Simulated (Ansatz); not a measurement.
Reaction (ligand exchange at the Sn–Br bond): `[OH][Sn]([OH])([OH])[Br]` + H–F → `[OH][Sn]([OH])([OH])[F]` + HBr

Gas-phase electronic energies from Ansatz, PBE0-D4/def2-TZVP geometries. CCSD(T)/CBS adds triple-zeta CCSD(T) − MP2 to the extrapolated MP2 energy (def2 sets, frozen cores). This one scheme is used for every species. Functionals use def2-TZVPP. def2 core potentials past Kr. For Br, Sn outer-core shells are correlated without core-valence functions, which leaves a few kJ/mol of doubt a bond. Scalar relativity is left out up to krypton. One conformer a species, not always the lowest.

**Question.** Is it downhill or uphill in electronic energy at CCSD(T)/CBS, and by how much? (Best estimate.)

**Answer.** Computed: Uphill: ΔE = +0.55 eV.

**Question.** What do these levels give: LDA (SPW92), BLYP-D4, B97M-V, ωB97X-V, B2PLYP, BLYP? (Best estimate.)

**Answer.** The calculation gave: LDA (SPW92) 0.51, BLYP-D4 0.43, B97M-V 0.38, ωB97X-V 0.43, B2PLYP 0.45, BLYP 0.35 eV.

Largest T1 diagnostic among the species: 0.015.

Leaving LDA and LC-ωPBE aside and taking each functional with its dispersion term where it has one, the values, not all of them listed here, spread over 0.18 eV, from B97M-V to HSE06-D4. LDA lies +0.05 eV from PBE without D4. From r2SCAN to r2SCAN0 (25 % exact exchange), in def2-TZVPP and without D4, ΔE moves by +0.07 eV.
